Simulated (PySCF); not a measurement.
C2H6BeS, SMILES [CH3][Be][S]C.

Geometry optimised at r2SCAN-D4/def2-SVP. One conformer was computed; it need not be the lowest.

Level of theory: r2SCAN-D4/def2-SVP (PySCF 2.14.0).

Frequencies are harmonic and unscaled.

A small imaginary wavenumber (i) marks a very flat motion, where grid noise or a shallow saddle decides the sign.

```csv
mode,ν (cm⁻¹),IR (km/mol),moving atoms (share of kinetic energy)
1,23i,0.3,H 94 %
2,48,0.0,H 97 %
3,95,2.9,"C 52 %, H 28 %, S 13 %"
4,217,6.9,"Be 65 %, H 27 %"
5,288,3.9,"Be 57 %, H 28 %"
6,449,5.9,"C 44 %, S 38 %, H 14 %"
7,654,79.0,"H 60 %, Be 21 %, C 18 %"
8,666,63.3,"H 64 %, C 19 %, Be 16 %"
9,697,5.8,"C 61 %, S 31 %, H 9 %"
10,956,8.3,"H 85 %, C 14 %"
11,972,8.9,"H 83 %, C 15 %"
12,1081,135.2,"Be 68 %, H 25 %"
13,1230,126.9,"H 61 %, C 28 %, Be 11 %"
14,1330,11.2,"H 87 %, C 12 %"
15,1415,1.9,H 96 %
16,1417,1.2,H 95 %
17,1454,8.2,H 96 %
18,1459,7.8,H 95 %
19,3011,0.3,H 97 %
20,3053,25.6,H 98 %
21,3101,4.6,"H 91 %, C 9 %"
22,3108,5.0,"H 91 %, C 9 %"
23,3170,3.2,"H 90 %, C 10 %"
24,3172,1.4,"H 90 %, C 10 %"
```
